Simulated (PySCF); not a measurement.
Isotope clusters of molecular radical cations, worked from isotope masses and abundances (centroid m/z, relative intensity):

1. 170.0467 (100.0), 171.0501 (6.6)
2. 118.0808 (100.0), 119.0824 (10.7), 120.0788 (4.0)
3. 123.9223 (1.8), 125.9191 (18.8), 126.9198 (15.4), 127.9172 (47.9), 129.9164 (100.0), 131.9167 (18.2)
4. 142.0808 (100.0), 143.0827 (12.8), 144.0792 (4.2), 145.0820 (0.3)

Lines and terms under 0.3 % are left out. Candidates, as SMILES:
A. `C[SiH2]OC(C)(C)C`
B. `C(C)/C(=C/CO[SiH3])C=C`
C. `O=[Se](O)O`
D. `CP(C1CCC1)C(F)(F)F`

**Question.** Match clusters and compounds, and give each formula.

**Answer.** 
1 = D, C6H10F3P, monoisotopic mass of the neutral 170.0472 u; relative to that species, one 13C gives 6.5 % at +1.
2 = A, C5H14OSi, monoisotopic mass of the neutral 118.0814 u; relative to that species, one 13C gives 5.4 % at +1, one 29Si gives 5.1 % at +1 and one 30Si gives 3.3 % at +2.
3 = C, H2O3Se, monoisotopic mass of the neutral 129.9169 u; relative to that species, one 74Se gives 1.8 % at -6, one 76Se gives 18.9 % at -4, one 77Se gives 15.4 % at -3, one 78Se gives 47.9 % at -2, one 82Se gives 17.6 % at +2 and one 18O gives 0.6 % at +2.
4 = B, C7H14OSi, monoisotopic mass of the neutral 142.0814 u; relative to that species, one 13C gives 7.6 % at +1, one 29Si gives 5.1 % at +1 and one 30Si gives 3.3 % at +2.

**Question.** What is the mean mass of the whole cluster 3, and how does it compare with the molar mass?

**Answer.** 128.973 u over all lines, faint ones too (the ion lacks one electron, 0.0005 u); standard atomic weights give 128.984 g/mol for H2O3Se.

**Question.** Give the exact less the nominal mass of each, in mDa.

**Answer.** C5H14OSi +81.4, C7H14OSi +81.4, H2O3Se -83.1, C6H10F3P +47.2 (neutral, monoisotopic).

Abundances used (%; other tables differ somewhat): 12C 98.93, 13C 1.07; 1H 99.9885, 2H 0.0115; 28Si 92.2297, 29Si 4.6832, 30Si 3.0872; 16O 99.757, 17O 0.038, 18O 0.205; 74Se 0.89, 76Se 9.37, 77Se 7.63, 78Se 23.77, 80Se 49.61, 82Se 8.73.

Isomers would give the same cluster, so the cluster fixes the formula at best.

Masses and patterns are calculated from tabulated isotope masses and abundances.
